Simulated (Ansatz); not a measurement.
```xyz
8

O    -0.464    1.745   -0.417
B     0.386    0.705   -0.419
Si   -0.259   -1.049    0.343
F     0.101   -2.260   -0.617
F    -1.824   -1.118    0.576
Cl    0.645   -1.404    2.137
H    -0.092    2.560   -0.768
H     1.507    0.822   -0.835
```

Charge 0, multiplicity 1.

Task: List the ωB97M-V/def2-TZVPP orbital energies in eV (Ansatz). (Estimate.)

Result: Computed: Occupied: -2772.13, -1809.21, -677.78, -677.75, -527.71, -262.55, -200.01, -199.90, -199.90, -189.14, -150.03, -104.19, -104.19, -104.09, -36.64, -36.12, -32.60, -26.11, -19.74, -18.59, -16.81, -16.43, -16.12, -16.03, -15.12, -14.70, -14.54, -13.99, -13.54, -12.16, -12.00, -10.81. Lowest empty: 0.24, 1.43, 2.79, 2.90, 3.76, 4.02, 4.35, 4.88.
